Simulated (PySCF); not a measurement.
## EPR parameters of C5H8F3O

C5H8F3O (doublet state).
Cartesian coordinates in Å at the GFN2-xTB level; atoms count from 1:
```
atom  x, y, z in Å
C1    -2.6260    0.0163    0.7606
C2    -1.5432   -0.7792    0.0434
C3    -0.1911   -0.0838    0.1574
O4     0.7700   -0.8721   -0.5269
C5     2.0519   -0.4639   -0.5683
C6     2.5819    0.7621    0.0415
F7     2.4176    0.8409    1.3927
F8     3.8943    0.8711   -0.1838
F9     2.0178    1.9157   -0.4177
H10   -3.5835   -0.4896    0.6733
H11   -2.7208    1.0100    0.3292
H12   -2.3874    0.1228    1.8163
H13   -1.7942   -0.8894   -1.0126
H14   -1.4625   -1.7780    0.4746
H15   -0.2419    0.9176   -0.2890
H16    0.0922    0.0222    1.2125
H17    2.7178   -1.1105   -1.1056
```

The hyperfine couplings belong to this conformer and change with its torsions.

Identity: `CCCO[CH]C(F)(F)F` [radical].

Level of theory: UKS B3LYP, pcH-1 on C F H O, non-relativistic, mean-field spin-orbit, GIAO in PySCF. One conformer (not necessarily the lowest) at the GFN2-xTB geometry, without solvent, vibrations or thermal averaging. A GFN2-xTB geometry isn't a minimum of the functional, and hyperfine couplings can be far from their values at a DFT geometry. No stability test was run, so a lower SCF solution isn't excluded.

| Item | Value |
| --- | --- |
| g1, g2, g3 | 2.00188, 2.00322, 2.00419 |
| g_iso | 2.00309 |
| Form of g | rhombic: the two nearest values differ by 42 % of g3 − g1 |
| ⟨S²⟩ | 0.7533 (exact 0.7500) |
| α and β electrons | 37, 36 |
| Basis functions | 305 |

Isotropic coupling and dipolar principal values T1 to T3, in 10⁻⁴ cm⁻¹ (1 × 10⁻⁴ cm⁻¹ = 2.998 MHz):

```
atom  isotope  a_iso     T1     T2    T3  Mulliken spin population
  C1      13C   -0.2   -0.1    0.0   0.1                      0.00
  C2      13C   -0.3   -0.2   -0.1   0.3                      0.00
  C3      13C   -2.0   -0.6   -0.3   0.9                     -0.02
  O4      17O   -9.4  -27.2   13.0  14.2                      0.17
  C5      13C   23.9  -23.8  -23.7  47.6                      0.80
  C6      13C  -12.5   -1.5   -0.1   1.6                      0.01
  F7      19F   57.3  -22.2  -21.0  43.2                      0.02
  F8      19F    0.0   -8.4   -5.8  14.2                      0.01
  F9      19F   57.7  -22.4  -21.2  43.6                      0.02
 H10       1H   -0.1   -0.2   -0.1   0.3                      0.00
 H11       1H    0.1   -0.2   -0.2   0.4                      0.00
 H12       1H    0.1   -0.2   -0.2   0.4                      0.00
 H13       1H   -0.1   -0.6   -0.6   1.2                      0.00
 H14       1H   -0.1   -0.6   -0.6   1.2                      0.00
 H15       1H    6.2   -1.3   -1.0   2.3                      0.01
 H16       1H    6.2   -1.3   -1.0   2.3                      0.01
 H17       1H  -20.1  -11.2   -0.6  11.8                     -0.04
```

The largest Mulliken spin populations are on C5 (+0.80) and O4 (+0.17). The angles at C5 add up to 360.0°, so it is planar; its axial dipolar tensor and the negative coupling of its proton fit spin in a p orbital normal to that plane.

Axes: g2 points within 2° of the O4–C5 bond.

Under fast tumbling the dipolar parts average out, and these isotropic splittings remain: 3 × 19F (F7/F8/F9, I = 1/2, 4 lines) with 4.10 mT, 1 × 1H (H17, I = 1/2, 2 lines) with 2.15 mT and 2 × 1H (H15/H16, I = 1/2, 3 lines) with 0.66 mT.

Means are taken over nuclei equivalent by connectivity, which assumes that they swap fast. The three 19F nuclei of mean +115.0 MHz run from 0.0 to 173.1 MHz in the frozen geometry.

The 13C coupling of C5 (71.6 MHz) shows only in satellite lines or after enrichment, since that isotope makes up about 1.07 % of natural carbon.

The 17O coupling of O4 (-28.2 MHz) shows only in satellite lines or after enrichment, since that isotope makes up about 0.038 % of natural oxygen.

Time: 98 s (grids of density and orbitals included); peak memory 1.1 GiB. Hardware: an Arm Neoverse V2 with one thread, shared host with 96 logical CPUs at a one-minute load of 70.
